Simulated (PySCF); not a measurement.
**Deuteron quadrupole couplings in `C=C([SiH3])[SiH2]F`**

Compound: C2H7FSi2.
Atom-mapped SMILES: `[CH2:1]=[C:2]([SiH3:3])[SiH2:4][F:5]` (hydrogens: H6, H7 on C1; H8, H9, H10 on Si3; H11, H12 on Si4)

Cartesian coordinates in Å at the GFN2-xTB level; atoms count from 1:
```
atom  x, y, z in Å
C1    -0.0516    1.6443    0.4246
C2    -0.0081    0.3551    0.0972
Si3   -1.5948   -0.5918   -0.3290
Si4    1.6336   -0.5685    0.0637
F5     1.4873   -1.7684   -1.0050
H6    -0.9791    2.1969    0.4633
H7     0.8332    2.2153    0.6687
H8    -1.7196   -1.7315    0.5840
H9    -1.5246   -1.0563   -1.7144
H10   -2.7390    0.3100   -0.1627
H11    2.7384    0.2356   -0.4397
H12    1.9256   -1.2414    1.3234
```

Level: PBE0/pcSseg-1 (PySCF, non-relativistic); Q(2H) = 0.00286 b; rigid geometry, the same for H and D, with no vibrational averaging.

Q: What are Vzz, η and χzz (234.96 MHz × Q × Vzz) at all hydrogens?

A: 
| atom | bonded to | bond length (Å) | Vzz (au) | η | χzz (kHz) |
| --- | --- | --- | --- | --- | --- |
| H6 | C1 | 1.080 | 0.3260 | 0.04 | 219 |
| H7 | C1 | 1.081 | 0.3257 | 0.05 | 219 |
| H8 | Si3 | 1.466 | 0.1607 | 0.03 | 108 |
| H9 | Si3 | 1.463 | 0.1626 | 0.01 | 109 |
| H10 | Si3 | 1.466 | 0.1601 | 0.03 | 108 |
| H11 | Si4 | 1.456 | 0.1635 | 0.02 | 110 |
| H12 | Si4 | 1.458 | 0.1625 | 0.02 | 109 |

Q: Average by the element that carries the hydrogen.

A: on C: 219 kHz over 2 positions, mean bond length 1.081 Å; on Si: 109 kHz over 5 positions, mean bond length 1.462 Å.

Q: A static deuteron (I = 1) shows a doublet split by (3/2)χ, (3/4)χ(1 + η) and (3/4)χ(1 − η) with the field along z, y and x of the gradient. What are these for H6?

A: With |χ| = 219.0 kHz and η = 0.039: 329, 171 and 158 kHz, to first order and without motion.

Isolated species at its GFN2-xTB geometry (one conformer only). GFN2-xTB bond lengths can be off by several hundredths of an ångström, more for odd bonds, and the gradients follow them. These gradients aren't converged with respect to the basis.
